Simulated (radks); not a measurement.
Cd33+, configuration [Ne] 3s2 3p3 (the NIST ground configuration). Calculated with a radial shooting solver on a logarithmic mesh with Libxc functionals: non-relativistic Kohn-Sham, LB94 model potential, spin-polarised, spherical densities, point nucleus; open shells are filled with parallel spins first (spin-orbit coupling, left out, can overturn this in heavy ions); relativity is left out, which matters for an element this heavy.

Unscreened Slater integrals over Kohn-Sham orbitals (eV). They are taken over the spin-up orbitals.

| integral | value |
|---|---|
| F0(3p,3p) | 77.675 |
| F2(3p,3p) | 39.204 |
| F0(3p,3s) | 75.656 |
| G1(3p,3s) | 48.604 |
| F0(3p,2p) | 102.60 |
| F2(3p,2p) | 26.092 |
| G0(3p,2p) | 10.233 |
| G2(3p,2p) | 11.320 |
| F0(3p,2s) | 99.156 |
| G1(3p,2s) | 8.2513 |
| F0(3s,3s) | 74.019 |
| F0(3s,2p) | 97.009 |
| G1(3s,2p) | 9.8940 |
| F0(3s,2s) | 94.638 |
| G0(3s,2s) | 7.8235 |
| F0(2p,2p) | 214.90 |
| F2(2p,2p) | 102.77 |
| F0(2p,2s) | 194.50 |
| G1(2p,2s) | 109.14 |
| F0(2s,2s) | 181.79 |

Derived for the open shells (J is the average intra-shell exchange parameter used in DFT+U). 3p: J = F2/5 = 7.841 eV.
